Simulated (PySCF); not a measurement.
Br₂Ge (SMILES [Br][Ge][Br]), singlet, at a GFN2-xTB geometry. Base run: B3LYP/cc-pVDZ (PySCF).

PySCF was given this input:
```python
from pyscf import gto, scf, dft

mol = gto.M(
    atom='''
Ge    0.01682949    0.00687689    1.03311619
Br    1.00009172   -1.51961211   -0.47860423
Br   -1.01547868    1.51332467   -0.46595914
''',
    basis='cc-pvdz',
    verbose=4,
    symmetry=True,
)

mf = dft.RKS(mol)
mf.xc = 'b3lyp'
mf.kernel()
mf.analyze()
```

Variants of this job, named by their change:

| change | ΔE vs base (mEh) | point group used | SCF cycles |
|---|---|---|---|
| base | 0.000 | C2v | 9 |
| irrep_nelec = A1:44 A2:12 B1:14 B2:32 | 566.8 | C2v | 8 |
| symmetry = off | 0.000 | C1 | 9 |
| symmetry_subgroup = Cs | 0.000 | Cs | 9 |
| irrep_nelec = A1:44 A2:10 B1:16 B2:32 | 540.3 | C2v | 8 |
| irrep_nelec = A1:40 A2:14 B1:16 B2:32 | 1109.2 | C2v | 10 |
| irrep_nelec = A1:40 A2:12 B1:16 B2:34 | 436.9 | C2v | 10 |
| symmetry_subgroup = C2 | 0.000 | C2 | 9 |
